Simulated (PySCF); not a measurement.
Removal energies of Tl⁷¹⁺ from EOM-IP-GCCSD

Reference: closed-shell Tl⁷¹⁺, [Ne]; one electron is removed. Calculated with PySCF 2.14, two-component X2C-1e with screened spin-orbit coupling, an uncontracted even-tempered set (16 s from 14 bohr⁻², ratio 2.6; 14 p from 19 bohr⁻², ratio 2.6; 6 d from 19 bohr⁻², ratio 2.8; 3 f from 400 bohr⁻², ratio 2.8); frozen 1s2; the 50 highest virtual spinors dropped; of the others 52 kept and the rest restored at second order. No Breit or QED terms. Binding energies in eV.

```
level  Koopmans  second order  EOM-CCSD
2s1/2   21783.9       21780.3   21780.3
2p1/2   21234.1       21231.0   21231.0
2p3/2   19094.7       19092.9   19092.9
```

For comparison, the ionisation energy of Tl⁷¹⁺ is 19070 ± 60 eV (theoretical estimate listed by NIST; NIST Atomic Spectra Database, ionization energies).
